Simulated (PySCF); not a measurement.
C5H4N2S.
SMILES with atom numbers: `[CH3:1][C@H:2]1[S:3][C:4]1([C:5]#[N:6])[C:7]#[N:8]` (hydrogens: H9, H10, H11 on C1; H12 on C2)

The closed-shell ground state was solved at several levels (PySCF, density fitting, gas phase, non-relativistic). Isolated species at its GFN2-xTB geometry, gas phase.

```
         level  basis functions  HOMO (eV)  LUMO (eV)  gap (eV)  dipole (D)
 PBE0/pcSseg-1              163      -8.02      -2.22      5.80        4.58
PBE0/def2-SVPD              199      -8.03      -2.29      5.74        4.59
```

(1) Estimate the row for B3LYP/def2-SVPD, a basis of 199 functions; the other rows only guide the guess.

(2) Over all these levels, which gives the widest orbital gap and which the narrowest?

(3) How far do the dipole and the HOMO energy spread over the levels?

Answers

(1) HOMO -7.78 eV, LUMO -2.50 eV, gap 5.28 eV, dipole 4.58 D.

(2) PBE0/pcSseg-1 (global hybrid, 25 % exact exchange) has the widest, 5.80 eV, and B3LYP/def2-SVPD (global hybrid, 20 % exact exchange) the narrowest, 5.28 eV. Functional and basis both differ between the two, so the spread mixes both effects.

(3) The dipole runs from 4.58 to 4.59 D (mean 4.58 D) and the HOMO from -8.03 to -7.78 eV.
